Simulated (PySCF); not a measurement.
# Highest orbital energy against ionisation energy along group 15

Calculated with PySCF 2.14, no spin-orbit coupling. Each cell gives −ε(HOMO) / ΔSCF in eV; NIST values include spin-orbit coupling, (s) semi-empirical, (t) theoretical.

```tsv
species	UHF	LDA	PBE	PBE0	r2SCAN	NIST (lowest levels)
N²⁺ (aug-cc-pVQZ, non-relativistic)	48.033 / 47.295	38.579 / 47.862	38.830 / 48.018	41.257 / 48.002	39.782 / 48.222	47.445 (s)
P²⁺ (aug-cc-pV(Q+d)Z, non-relativistic)	29.984 / 29.589	24.813 / 30.209	24.961 / 30.248	26.376 / 30.269	25.418 / 30.381	30.203
As²⁺ (aug-cc-pVQZ-PP with ECP10MDF, ECP)	27.819 / 27.487	23.132 / 28.134	23.121 / 27.976	24.464 / 28.035	23.629 / 28.266	28.349 ± 0.012
Sb²⁺ (aug-cc-pVQZ-PP with ECP28MDF, ECP)	24.442 / 24.147	20.581 / 24.925	20.494 / 24.703	21.655 / 24.739	20.888 / 24.881	25.323
Bi²⁺ (aug-cc-pVQZ-PP with ECP60MDF, ECP)	23.333 / 23.052	19.723 / 23.882	19.593 / 23.638	20.703 / 23.664	19.943 / 23.734	25.571
```

How far is −ε(HOMO) from ΔSCF on average for each method, and why?

UHF 0.41 eV; LDA -5.64 eV; PBE -5.52 eV; PBE0 -4.05 eV; r2SCAN -5.16 eV. Hartree-Fock orbital energies lack relaxation and so exceed the ΔSCF value; semilocal functionals have convex E(N) from self-interaction, so their HOMO lies far too high; exact exchange moves hybrids part of the way back.
